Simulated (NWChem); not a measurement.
Molecule: Si$_{2}$H$_{3}$ClF$_{2}$; SMILES F[SiH2][Si@H](F)Cl

```xyz
8

F      0.6908     2.0623     0.9272
Si     0.0092     1.6587    -0.4943
Si    -0.5795    -0.6104    -0.4109
F     -1.7117    -0.8351     0.7293
Cl     1.0866    -1.7043     0.1030
H      1.0038     1.8756    -1.5838
H     -1.1860     2.5223    -0.7140
H     -1.1185    -1.1464    -1.6898
```
Atoms are numbered in this order, from 1.

Results from NWChem. Geometry: optimised at PBE0/def2-SVP. B3LYP is NWChem's, with the RPA form of VWN correlation. Total energies compare along this basis series because the functional is fixed.

```csv
level,basis functions,energy (Ha),highest occupied level (eV),orbital gap (eV),dipole (D)
B3LYP/pcseg-1,97,-1240.8101,-8.45,7.05,2.97
B3LYP/aug-pcseg-1,154,-1240.8265,-8.42,6.81,2.55
B3LYP/pcseg-2,204,-1241.0492,-8.41,6.83,2.65
B3LYP/STO-3G,40,-1226.1193,…,…,3.00
B3LYP/def2-SVP,97,-1240.3919,-8.17,7.08,2.36
```

Complete the blanks.


- B3LYP/STO-3G, highest occupied level (eV): -4.61
- B3LYP/STO-3G, orbital gap (eV): 8.50
